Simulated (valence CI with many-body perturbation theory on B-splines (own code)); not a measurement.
Ce²⁷⁺: calculated level list

Computed by valence CI with perturbative core correlation (CI+MBPT): three valence electrons over a frozen Dirac-Fock core [Ar] 3d10, radial functions for each j: 11 s, 11 p, 10 d, 8 f, 5 g, 2 h, with the one-electron correlation potential Σ1, the two-electron term Σ2, the three-electron term Σ3, Breit, model QED; selected CI, second order for the rest, scaled by the run's own slope (own B-spline code, finite nucleus).

No measured spectrum was set against this ion. As an estimate, large intervals hold to a few tenths of a per cent, small ones and those within an open d or f shell to about a per cent.

Levels 1 to 45 of 178, with energies above the lowest level, (4s^2 4p1/2) J=1/2. "Leading %" is the weight of the configuration and term that name the level; weights of strongly mixed levels are sums over their largest components and can fall short. In the jj column 3d3/2^4 stands for four electrons in 3d with j = 3/2. Lifetimes count E1, E2, E3, M1 and M2 decay at the calculated energies, and are blank where another channel may lead or the interval is too uncertain; long ones can be off by a factor of two.

| No. | Configuration | Term | J | E (cm⁻¹) | Leading % | Lifetime | Second component | Leading jj |
| --- | --- | --- | --- | --- | --- | --- | --- | --- |
| 1 | 4s2 4p | 2P° | 1/2 | 0 | 99 |  |  | 4s^2 4p1/2 (99 %) |
| 2 | 4s2 4p | 2P° | 3/2 | 209690 | 99 | 11.9 μs |  | 4s^2 4p3/2 (99 %) |
| 3 | 4s 4p2 | 4P | 1/2 | 470620 | 73 | 139 ps | 20 % 4s 4p2 2S | 4s 4p1/2^2 (90 %) |
| 4 | 4s 4p2 | 4P | 3/2 | 621580 | 95 | 1.18 ns |  | 4s 4p1/2 4p3/2 (98 %) |
| 5 | 4s 4p2 | 4P | 5/2 | 663290 | 54 | 216 ps | 44 % 4s 4p2 2D | 4s 4p1/2 4p3/2 (94 %) |
| 6 | 4s 4p2 | 2D | 3/2 | 728570 | 75 | 15.8 ps | 19 % 4s 4p2 2P | 4s 4p1/2 4p3/2 (90 %) |
| 7 | 4s 4p2 | 2P | 1/2 | 756930 | 71 | 6.10 ps | 18 % 4s 4p2 4P | 4s 4p1/2 4p3/2 (86 %) |
| 8 | 4s 4p2 | 2D | 5/2 | 858060 | 50 | 92.0 ps | 45 % 4s 4p2 4P | 4s 4p3/2^2 (91 %) |
| 9 | 4s 4p2 | 2S | 1/2 | 967000 | 69 | 8.86 ps | 21 % 4s 4p2 2P | 4s 4p3/2^2 (94 %) |
| 10 | 4s 4p2 | 2P | 3/2 | 970940 | 74 | 4.65 ps | 12 % 4s 4p2 2D | 4s 4p3/2^2 (80 %) |
| 11 | 4s2 4d | 2D | 3/2 | 1067700 | 85 | 2.90 ps | 9 % 4s 4p2 2D | 4s^2 4d3/2 (85 %) |
| 12 | 4s2 4d | 2D | 5/2 | 1103900 | 93 | 4.37 ps | 5 % 4s 4p2 2D | 4s^2 4d5/2 (93 %) |
| 13 | 4p3 | 2P° | 3/2 | 1219500 | 40 | 10.8 ps | 28 % 4p3 2D° | 4p1/2^2 4p3/2 (93 %) |
| 14 | 4p3 | 4S° | 3/2 | 1386100 | 51 | 7.70 ps | 33 % 4p3 2D° | 4p1/2 4p3/2^2 (84 %) |
| 15 | 4p3 | 2D° | 5/2 | 1391300 | 76 | 21.5 ps | 18 % 4s 4p 4d 2D° | 4p1/2 4p3/2^2 (76 %) |
| 16 | 4s 4p 4d | 4F° | 3/2 | 1426800 | 83 | 35.5 ps | 8 % 4s 4p 4d 2D° | 4s 4p1/2 4d3/2 (89 %) |
| 17 | 4s 4p 4d | 4F° | 5/2 | 1460300 | 74 | 23.5 ps | 7 % 4p3 2D° | 4s 4p1/2 4d3/2 (61 %) |
| 18 | 4p3 | 2P° | 1/2 | 1464100 | 93 | 7.52 ps | 5 % 4s 4p 4d 2P° | 4p1/2 4p3/2^2 (93 %) |
| 19 | 4s 4p 4d | 4P° | 5/2 | 1519300 | 52 | 5.43 ps | 24 % 4s 4p 4d 4D° | 4s 4p1/2 4d5/2 (91 %) |
| 20 | 4s 4p 4d | 4F° | 7/2 | 1519300 | 69 | 16.2 ps | 17 % 4s 4p 4d 4D° | 4s 4p1/2 4d5/2 (84 %) |
| 21 | 4s 4p 4d | 4D° | 3/2 | 1521100 | 50 | 3.32 ps | 30 % 4s 4p 4d 4P° | 4s 4p1/2 4d3/2 (65 %) |
| 22 | 4s 4p 4d | 4D° | 1/2 | 1523200 | 73 | 2.69 ps | 18 % 4s 4p 4d 2P° | 4s 4p1/2 4d3/2 (91 %) |
| 23 | 4s 4p 4d | 2F° | 5/2 | 1588900 | 74 | 6.99 ps | 6 % 4s 4p 4d 4F° | 4s 4p1/2 4d5/2 (69 %) |
| 24 | 4s 4p 4d | 2D° | 3/2 | 1612700 | 55 | 3.40 ps | 17 % 4s 4p 4d 2P° | 4s 4p1/2 4d5/2 (43 %) |
| 25 | 4p3 | 2P° | 3/2 | 1623500 | 37 | 7.13 ps | 23 % 4p3 2D° | 4p3/2^3 (73 %) |
| 26 | 4s 4p 4d | 4F° | 9/2 | 1664800 | 100 | 16.8 μs |  | 4s 4p3/2 4d5/2 (100 %) |
| 27 | 4s 4p 4d | 4P° | 1/2 | 1681200 | 88 | 4.00 ps | 11 % 4s 4p 4d 4D° | 4s 4p3/2 4d3/2 (97 %) |
| 28 | 4s 4p 4d | 4D° | 5/2 | 1681300 | 58 | 3.23 ps | 12 % 4s 4p 4d 4F° | 4s 4p3/2 4d3/2 (90 %) |
| 29 | 4s 4p 4d | 4P° | 3/2 | 1686300 | 54 | 3.61 ps | 40 % 4s 4p 4d 4D° | 4s 4p3/2 4d3/2 (87 %) |
| 30 | 4s 4p 4d | 4D° | 7/2 | 1687500 | 63 | 3.67 ps | 26 % 4s 4p 4d 4F° | 4s 4p3/2 4d3/2 (52 %) |
| 31 | 4s 4p 4d | 2D° | 5/2 | 1731200 | 49 | 6.04 ps | 34 % 4s 4p 4d 4P° | 4s 4p3/2 4d5/2 (96 %) |
| 32 | 4s 4p 4d | 2D° | 3/2 | 1745000 | 61 | 3.05 ps | 14 % 4s 4p 4d 2P° | 4s 4p3/2 4d3/2 (42 %) |
| 33 | 4s 4p 4d | 2F° | 7/2 | 1781700 | 97 | 6.81 ps |  | 4s 4p3/2 4d5/2 (74 %) |
| 34 | 4s 4p 4d | 2F° | 5/2 | 1786600 | 72 | 2.93 ps | 13 % 4s2 4f 2F° | 4s 4p3/2 4d3/2 (77 %) |
| 35 | 4s 4p 4d | 2F° | 7/2 | 1797000 | 67 | 3.85 ps | 18 % 4s 4p 4d 4D° | 4s 4p3/2 4d5/2 (70 %) |
| 36 | 4s 4p 4d | 2P° | 1/2 | 1812900 | 81 | 2.56 ps | 14 % 4s 4p 4d 4D° | 4s 4p3/2 4d3/2 (72 %) |
| 37 | 4s 4p 4d | 2P° | 1/2 | 1842300 | 92 | 3.42 ps | 6 % 4p3 2P° | 4s 4p3/2 4d5/2 (74 %) |
| 38 | 4s 4p 4d | 2P° | 3/2 | 1862800 | 86 | 3.05 ps | 4 % 4s 4p 4d 4D° | 4s 4p3/2 4d5/2 (88 %) |
| 39 | 4s 4p 4d | 2D° | 3/2 | 1864900 | 46 | 2.12 ps | 34 % 4s 4p 4d 2P° | 4s 4p3/2 4d3/2 (44 %) |
| 40 | 4s 4p 4d | 2D° | 5/2 | 1871100 | 76 | 2.23 ps | 12 % 4s 4p 4d 2F° | 4s 4p3/2 4d5/2 (81 %) |
| 41 | 4p2 4d | 4F | 3/2 | 1999300 | 46 | 14.4 ps | 22 % 4p2 4d 2D | 4p1/2^2 4d3/2 (95 %) |
| 42 | 4s2 4f | 2F° | 5/2 | 2008600 | 83 | 2.69 ps | 15 % 4s 4p 4d 2F° | 4s^2 4f5/2 (83 %) |
| 43 | 4s2 4f | 2F° | 7/2 | 2011700 | 86 | 3.15 ps | 12 % 4s 4p 4d 2F° | 4s^2 4f7/2 (86 %) |
| 44 | 4p2 4d | 4F | 5/2 | 2061700 | 29 | 10.1 ps | 26 % 4p2 4d 4D | 4p1/2^2 4d5/2 (86 %) |
| 45 | 4p2 4d | 2F | 5/2 | 2154300 | 56 | 17.4 ps | 37 % 4p2 4d 4F | 4p1/2 4p3/2 4d3/2 (90 %) |

Where two levels of one J and parity lie close, their mixing, g and order are uncertain.

The ionisation energy to 4s2 1S_0 of the next ion comes out as 966.96 eV (NIST: 965 ± 4 eV (theoretical)). All 178 levels together are meant to be complete up to 3386000 cm⁻¹.
